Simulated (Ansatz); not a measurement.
C₂H₆AlNS, relaxed with RKS PBE-D4/def2-SVP in the Gaussian-basis code of Ansatz from a rough embedded geometry. The force threshold is 0.03 eV/Å; the program also tests the step.

Charge 0, multiplicity 1. The bonds changed during the relaxation, so this is another structure than the one it started from.

Start:

```xyz
11

C    -0.003    0.550    1.285
C     0.060    0.730   -0.164
N     0.454    1.825   -0.631
Al   -0.282   -0.744   -1.471
S    -0.928   -2.798   -0.587
H    -0.837   -0.238    1.540
H    -0.364    1.493    1.788
H     0.913    0.223    1.684
H     0.688    2.695   -0.042
H    -0.105   -0.544   -2.967
H     0.403   -3.191   -0.434
```

Question: How much energy does the relaxation release, and in how many steps? (Best estimate.)

Answer: Ansatz gave: 86.30 kJ/mol, in 15 steps.

Question: Which bonds change most? (Estimate.)

Answer: The calculation gave: Al4–S5 from 2.328 to 2.210 Å; Al4–H10 from 1.520 to 1.588 Å; C1–H6 from 1.175 to 1.111 Å; C1–H8 from 1.051 to 1.112 Å.

Question: Give the relaxed structure. (Best estimate.)

Answer: The calculation gave: 
```xyz
11

C     0.022    0.463    1.327
C     0.061    0.654   -0.168
N     0.265    1.775   -0.780
Al   -0.146   -0.732   -1.580
S    -0.253   -2.872   -1.035
H    -0.951    0.031    1.644
H     0.181    1.421    1.869
H     0.802   -0.260    1.649
H     0.404    2.558   -0.100
H    -0.225   -0.400   -3.131
H    -0.162   -2.638    0.305
```
